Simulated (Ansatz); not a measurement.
Ansatz (a quantum-chemistry and plane-wave program) input:
A basis named .json is the Basis Set Exchange file of that set.

Ansatz 0.2 input:
```yaml
crystal:
  periodic: [false, false, false]
  atoms:
    - {symbol: Si, position_ang: [0.73510668, 0.15570204, -0.60653312]}
    - {symbol: C, position_ang: [2.18829038, -0.96965096, -0.30218825]}
    - {symbol: Cl, position_ang: [0.71397531, 1.60215308, 0.89501286]}
    - {symbol: N, position_ang: [-0.68936254, -0.78194384, -0.68358238]}
    - {symbol: Si, position_ang: [-2.21375390, -0.90494979, 0.11177911]}
    - {symbol: H, position_ang: [0.82579771, 0.89456667, -1.88315047]}
    - {symbol: H, position_ang: [2.26658212, -1.70968385, -1.09963051]}
    - {symbol: H, position_ang: [3.10702033, -0.38192993, -0.26770636]}
    - {symbol: H, position_ang: [2.07693848, -1.48920921, 0.65027209]}
    - {symbol: H, position_ang: [-2.16835159, -0.54091891, 1.54841452]}
    - {symbol: H, position_ang: [-2.75054645, -2.27706693, -0.02901983]}
    - {symbol: H, position_ang: [-3.09816428, 0.04862114, -0.60963558]}
basis:
  gaussian:
    orbitals: cc-pV_Q+d_Z.json
hamiltonian:
  xc: pbe
magnetization: {spin_polarized: true, initial_magnetization: 1}
correlation: {method: rpa, electrons: outside_noble_gas}
```

Question: Predict the final energy.

Answer: -1135.36964 Eh (RPA@PBE/cc-pV(Q+d)Z). The basis has 512 functions.

It need not be the lowest isomer of its formula.
